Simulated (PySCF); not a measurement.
silylarsine (AsH5Si), SMILES [SiH3][AsH2].

The structure is a stationary point at PBE-D3(BJ)/def2-TZVP.

Two levels are set side by side: PBE/def2-TZVPD (PySCF) and ωB97X/def2-TZVPD (PySCF). Same geometry, gas phase. Differences are taken from unrounded values.

```tsv
quantity	PBE
orbital gap (eV)	5.66
highest occupied level (eV)	-6.57
lowest empty level (eV)	-0.92
dipole moment (D)	0.29
mean polarisability (bohr³)	68.0
```

These are the PBE values. What does ωB97X give? (The exact figures need the calculation; the answer reports its results.)


| quantity | ωB97X | PBE minus ωB97X |
|---|---|---|
| orbital gap (eV) | 11.35 | -5.69 |
| highest occupied level (eV) | -9.79 | 3.21 |
| lowest empty level (eV) | 1.56 | -2.48 |
| dipole moment (D) | 0.39 | -0.10 |
| mean polarisability (bohr³) | 65.7 | 2.4 |

PBE's occupied levels lie high since its potential decays too fast outside the molecule; exact exchange lowers them and widens the gap. PBE's more diffuse valence density responds more strongly to a field. Differences between two approximate levels are no errors against the true value.

Rough cost on one machine, each run with all the roots and properties that it gave: ωB97X against PBE within a factor of 2.
